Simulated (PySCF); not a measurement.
## Shifts of the heteroatoms

Geometry:
```csv
atom,x (Å),y (Å),z (Å)
O1,-2.468,-1.656,-1.301
C2,-1.123,-1.434,-0.999
C3,-0.901,-0.179,-0.222
N4,-1.943,0.561,0.091
C5,-1.696,1.674,0.788
N6,-0.517,2.081,1.179
N7,0.535,1.359,0.879
C8,0.391,0.242,0.192
O9,1.456,-0.468,-0.099
Si10,2.993,-0.016,0.363
H11,-2.974,-0.920,-0.923
H12,-0.535,-1.379,-1.928
H13,-0.725,-2.280,-0.418
H14,-2.546,2.286,1.049
H15,3.055,0.029,1.818
H16,3.311,1.267,-0.248
H17,3.680,-1.154,-0.232
```

All values are calculated (PySCF): shieldings: GIAO PBE0/pcSseg-1, geometry: GFN2-xTB. Relativity neglected, no solvent model, one averaged value for each set of equivalent atoms, one computed conformer.

**Question.** What are the ²⁹Si shifts?

**Answer.** 
```tsv
atoms	environment	σ (ppm)	δ (ppm)
Si10	silicon bonded to O, 3 H	384.9	-36.4
```

Shieldings were converted by a linear fit to measured shifts: ²⁹Si (scatter 8.9 ppm rms, 25.8 ppm with the 6 outliers that the fit left out vs TMS, solution or neat liquid). A few per cent of atoms miss by over 2 rms, more outside the fitted compound classes.

On a 400 MHz spectrometer ²⁹Si resonates near 79.5 MHz, so 1 ppm is 79.5 Hz.

**Question.** Where does ¹⁵N resonate?

**Answer.** 
```
atoms                  environment  σ (ppm)  δ (ppm)
   N6  pyridine-type ring nitrogen   -146.8    -12.8
   N7  pyridine-type ring nitrogen   -141.1    -18.1
   N4  pyridine-type ring nitrogen    -50.1   -101.9
```

Shieldings were converted by a linear fit to measured shifts: ¹⁵N: δ = -148.07 − 0.921σ (rms 6.3 ppm, 71 shifts vs CH3NO2, solution or neat liquid). Occasional misses reach two or three times the rms, and more in compound classes unlike the fitted ones.

On a 500 MHz spectrometer ¹⁵N resonates near 50.7 MHz, so 1 ppm is 50.7 Hz.

**Question.** What are the ¹⁷O shifts?

**Answer.** 
```csv
atoms,environment,σ (ppm),δ (ppm)
O9,"oxygen bonded to C, Si",220.5,65.9
O1,alcohol oxygen,340.4,-43.4
```

Shieldings were converted by a linear fit to measured shifts: ¹⁷O: δ = 266.70 − 0.911σ (rms 10.7 ppm, 155 shifts, 12.2 ppm with the 3 outliers that the fit left out vs liquid water, solution or neat liquid). A few per cent of atoms miss by over 2 rms, more outside the fitted compound classes.

On a 600 MHz spectrometer ¹⁷O resonates near 81.3 MHz, so 1 ppm is 81.3 Hz.
